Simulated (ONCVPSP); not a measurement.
## Al (Z = 13): excitation energies, all-electron against ONCV

Al, optimised norm-conserving Vanderbilt (ONCV), made with ONCVPSP 4.0.1 (PBE, scalar-relativistic). Core [He], reference 2s2 2p6 3s2 3p0.5 (charge +0.5). Waves: 2s+3s: rc 0.95 bohr, ncon 4, nbas 7, qcut 16.6 1/bohr, 3 projectors, debl 3.4 Ha; 2p+3p: rc 0.95 bohr, ncon 5, nbas 9, qcut 18.3 1/bohr, 2 projectors; d scattering state at 0.42 Ha: rc 0.85 bohr, ncon 3, nbas 7, qcut 13.1 1/bohr, 2 projectors, debl 0.8 Ha. Local part: polynomial inside 0.85 bohr (lpopt 5, dvloc0 4 Ha). Core correction: Teter function, fcfact 3, rcfact 1.35.

Energies are relative to the spin-unpolarised reference configuration 2s2 2p6 3s2 3p0.5; without spin polarisation the order of configurations can differ from experiment.

Task: Give the all-electron excitation energy and the error of the potential for: 2s2 2p6 3s2 3p1; 2s2 2p6 3s2 3p0; 2s2 2p6 3s1 3p0; 2s2 2p6 3s0 3p0.

Result:

| valence configuration | charge | ΔE all-electron (eV) | error AE − PS (meV) |
| --- | --- | --- | --- |
| 2s2 2p6 3s2 3p1 | 0 | -2.086 | 0.0 |
| 2s2 2p6 3s2 3p0 | +1 | 3.676 | 0.0 |
| 2s2 2p6 3s1 3p0 | +2 | 22.901 | +1.0 |
| 2s2 2p6 3s0 3p0 | +3 | 51.343 | +1.2 |
